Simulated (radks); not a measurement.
Q: Ionisation ladder of lead, from Pb to Pb3+. Each ion is in the ground configuration listed by NIST, and IE = E(next ion) - E(this ion). Calculated with a radial shooting solver on a logarithmic mesh with Libxc functionals: scalar-relativistic Kohn-Sham, BLYP, spin-polarised, spherical densities, point nucleus; open shells are filled with parallel spins first (spin-orbit coupling, left out, can overturn this in heavy ions).

species       configuration  IE, Delta-SCF (eV)  -e(HOMO) (eV)   HOMO
Pb                 [Hg] 6p2                   ?          3.721  6p up
Pb+                [Hg] 6p1              13.632         10.098  6p up
Pb2+                   [Hg]              32.251         27.455     6s
Pb3+     [Xe] 4f14 5d10 6s1                   ?         37.984  6s up

Estimate the withheld Delta-SCF values.

A: Pb: 6.821 eV (NIST 7.417); Pb3+: 43.073 eV (NIST 42.333).
